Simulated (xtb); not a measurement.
Input file for xtb: GFN2-xTB on C2H5AlO (SMILES C=[CH][AlH][OH]), a point of a torsion scan.

```
$ xtb mol.xyz --gfn 2 --sp --chrg 0 --uhf 0
9

C     -1.65213065    -0.04797003    -0.16489567
C     -0.54527022    -0.32112276     0.52250693
Al     1.11549389     0.50707707    -0.17182447
O      2.61822376     0.34571474     0.46523259
H     -1.61046631     0.58886282    -1.04076845
H     -2.63454849    -0.42583923     0.08946593
H     -0.63405680    -0.96650642     1.39716773
H      0.98981753     1.37995183    -1.42246013
H      3.49218975     0.27547111     0.82477090
```

The log:

```
[...]
           -------------------------------------------------
          |                Calculation Setup                |
           -------------------------------------------------



           -------------------------------------------------
          |                 G F N 2 - x T B                 |
           -------------------------------------------------

        Reference                      10.1021/acs.jctc.8b01176
      * Hamiltonian:
        H0-scaling (s, p, d)           1.850000    2.230000    2.230000
        zeta-weighting                 0.500000
      * Dispersion:
        s8                             2.700000
        a1                             0.520000
        a2                             5.000000
        s9                             5.000000
      * Repulsion:
        kExp                           1.500000    1.000000
        rExp                           1.000000
      * Coulomb:
        alpha                          2.000000
        third order                    shell-resolved
        anisotropic                    true
        a3                             3.000000
        a5                             4.000000
        cn-shift                       1.200000
        cn-exp                         4.000000
        max-rad                        5.000000


          ...................................................
          :                      SETUP                      :
          :.................................................:
          :  # basis functions                  27          :
          :  # atomic orbitals                  26          :
          :  # shells                           14          :
          :  # electrons                        22          :
          :  max. iterations                   250          :
          :  Hamiltonian                  GFN2-xTB          :
          :  restarted?                      false          :
          :  GBSA solvation                  false          :
          :  PC potential                    false          :
          :  electronic temp.          300.0000000     K    :
          :  accuracy                    1.0000000          :
          :  -> integral cutoff          0.2500000E+02      :
          :  -> integral neglect         0.1000000E-07      :
          :  -> SCF convergence          0.1000000E-05 Eh   :
          :  -> wf. convergence          0.1000000E-03 e    :
          :  Broyden damping             0.4000000          :
          :  net charge                          0          :
          :  unpaired electrons                  0          :
          ...................................................

 iter      E             dE          RMSdq      gap      omega  full diag
   1    -12.0839212 -0.120839E+02  0.165E+01    4.27       0.0  T
   2    -12.1219029 -0.379817E-01  0.840E+00    3.93       1.0  T
   3    -12.1045919  0.173110E-01  0.423E+00    4.25       1.0  T
   4    -12.1310069 -0.264150E-01  0.135E+00    3.79       1.0  T
   5    -12.1385561 -0.754915E-02  0.689E-01    3.98       1.0  T
   6    -12.1397762 -0.122017E-02  0.273E-01    3.98       1.0  T
   7    -12.1398786 -0.102355E-03  0.101E-01    3.99       1.0  T
   8    -12.1398823 -0.368630E-05  0.409E-02    3.99       1.0  T
   9    -12.1398811  0.119968E-05  0.240E-02    3.99       1.4  T
  10    -12.1398828 -0.172196E-05  0.114E-02    3.99       2.9  T
  11    -12.1398831 -0.321175E-06  0.309E-03    3.99      10.8  T
  12    -12.1398831 -0.245312E-07  0.115E-03    3.99      29.0  T
  13    -12.1398831 -0.332111E-08  0.168E-04    3.99     198.1  T
  14    -12.1398831 -0.485301E-10  0.351E-05    3.99     950.8  T

   *** convergence criteria satisfied after 14 iterations ***

         #    Occupation            Energy/Eh            Energy/eV
      -------------------------------------------------------------
         1        2.0000           -0.6742612             -18.3476
       ...           ...                  ...                  ...
         5        2.0000           -0.4898079             -13.3284
         6        2.0000           -0.4716962             -12.8355
         7        2.0000           -0.4716289             -12.8337
         8        2.0000           -0.4539070             -12.3514
         9        2.0000           -0.4297468             -11.6940
        10        2.0000           -0.4071558             -11.0793
        11        2.0000           -0.3710200             -10.0960 (HOMO)
        12                         -0.2245330              -6.1099 (LUMO)
        13                         -0.2030790              -5.5261
        14                         -0.1452313              -3.9519
        15                         -0.0910190              -2.4768
        16                         -0.0431985              -1.1755
       ...                                ...                  ...
        26                          1.1536657              31.3928
      -------------------------------------------------------------
                  HL-Gap            0.1464870 Eh            3.9861 eV
             Fermi-level           -0.2977765 Eh           -8.1029 eV

 SCC (total)                   0 d,  0 h,  0 min,  0.005 sec
 SCC setup                      ...        0 min,  0.000 sec (  1.472%)
 Dispersion                     ...        0 min,  0.000 sec (  0.733%)
 classical contributions        ...        0 min,  0.000 sec (  0.283%)
 integral evaluation            ...        0 min,  0.001 sec ( 14.952%)
 iterations                     ...        0 min,  0.003 sec ( 53.826%)
 molecular gradient             ...        0 min,  0.001 sec ( 26.541%)
 printout                       ...        0 min,  0.000 sec (  2.007%)

         :::::::::::::::::::::::::::::::::::::::::::::::::::::
         ::                     SUMMARY                     ::
         :::::::::::::::::::::::::::::::::::::::::::::::::::::
         :: total energy             -11.984454010808 Eh    ::
         :: gradient norm              0.000436774706 Eh/a0 ::
         :: HOMO-LUMO gap              3.986115148132 eV    ::
         ::.................................................::
         :: SCC energy               -12.139883049315 Eh    ::
         :: -> isotropic ES            0.049175276993 Eh    ::
         :: -> anisotropic ES          0.005949424072 Eh    ::
         :: -> anisotropic XC         -0.000626050078 Eh    ::
         :: -> dispersion             -0.003803873813 Eh    ::
         :: repulsion energy           0.155429038507 Eh    ::
         :: add. restraining           0.000000000000 Eh    ::
         :: total charge              -0.000000000000 e     ::
         :::::::::::::::::::::::::::::::::::::::::::::::::::::

           -------------------------------------------------
          |                Property Printout                |
           -------------------------------------------------

    * Orbital Energies and Occupations

         #    Occupation            Energy/Eh            Energy/eV
      -------------------------------------------------------------
         1        2.0000           -0.6742612             -18.3476
         2        2.0000           -0.5985170             -16.2865
         3        2.0000           -0.5727489             -15.5853
         4        2.0000           -0.5329894             -14.5034
         5        2.0000           -0.4898079             -13.3284
         6        2.0000           -0.4716962             -12.8355
         7        2.0000           -0.4716289             -12.8337
         8        2.0000           -0.4539070             -12.3514
         9        2.0000           -0.4297468             -11.6940
        10        2.0000           -0.4071558             -11.0793
        11        2.0000           -0.3710200             -10.0960 (HOMO)
        12                         -0.2245330              -6.1099 (LUMO)
        13                         -0.2030790              -5.5261
        14                         -0.1452313              -3.9519
        15                         -0.0910190              -2.4768
        16                         -0.0431985              -1.1755
        17                         -0.0282373              -0.7684
        18                          0.0534615               1.4548
        19                          0.1297518               3.5307
        20                          0.1633255               4.4443
        21                          0.2067420               5.6257
        22                          0.3330500               9.0628
       ...                                ...                  ...
        26                          1.1536657              31.3928
      -------------------------------------------------------------
                  HL-Gap            0.1464870 Eh            3.9861 eV
             Fermi-level           -0.2977765 Eh           -8.1029 eV

     #   Z          covCN         q      C6AA      α(0)
     1   6 C        2.908    -0.067    29.672     8.932
     2   6 C        2.743    -0.131    31.313     9.162
     3  13 Al       2.534     0.343    95.564    20.046
     4   8 O        1.542    -0.446    21.837     6.304
     5   1 H        0.925     0.042     2.422     2.434
     6   1 H        0.925     0.033     2.551     2.498
     7   1 H        0.924     0.050     2.317     2.380
     8   1 H        0.884    -0.134     6.950     4.127
     9   1 H        0.807     0.310     0.691     1.306

 Mol. C6AA /au·bohr⁶  :       1103.946031
 Mol. C8AA /au·bohr⁸  :      40637.398840
 Mol. α(0) /au        :         57.188029


Wiberg/Mayer (AO) data.
largest (>0.10) Wiberg bond orders for each atom

 ---------------------------------------------------------------------------
     #   Z sym  total        # sym  WBO       # sym  WBO       # sym  WBO
 ---------------------------------------------------------------------------
     1   6 C    3.992 --     2 C    1.928     6 H    0.969     5 H    0.958
                             3 Al   0.131
     2   6 C    3.926 --     1 C    1.928     3 Al   0.976     7 H    0.927
     3  13 Al   3.538 --     4 O    1.426     2 C    0.976     8 H    0.884
                             1 C    0.131
     4   8 O    2.333 --     3 Al   1.426     9 H    0.862
     5   1 H    0.998 --     1 C    0.958
     6   1 H    0.998 --     1 C    0.969
     7   1 H    0.997 --     2 C    0.927
     8   1 H    0.982 --     3 Al   0.884
     9   1 H    0.903 --     4 O    0.862
 ---------------------------------------------------------------------------

Topologies differ in total number of bonds
Writing topology from bond orders to xtbtopo.mol

molecular dipole:
                 x           y           z       tot (Debye)
 q only:        0.307      -0.137       0.288
   full:        0.249      -0.200       0.362       1.227
molecular quadrupole (traceless):
                xx          xy          yy          xz          yz          zz
 q only:        4.447      -0.510      -2.498       2.734       0.851      -1.948
  q+dip:        7.076       0.093      -4.506       3.543      -0.927      -2.570
   full:        5.077      -1.037      -2.285       3.144       2.867      -2.792


           -------------------------------------------------
          | TOTAL ENERGY              -11.984454010808 Eh   |
          | GRADIENT NORM               0.000436774706 Eh/α |
          | HOMO-LUMO GAP               3.986115148132 eV   |
           -------------------------------------------------

------------------------------------------------------------------------
------------------------------------------------------------------------
 total:
Note: The following floating-point exceptions are signalling: IEEE_UNDERFLOW_FLAG IEEE_DENORMAL
normal termination of xtb
 SCF:
```

The run finished.

Cost: very roughly 0.03 core-seconds.
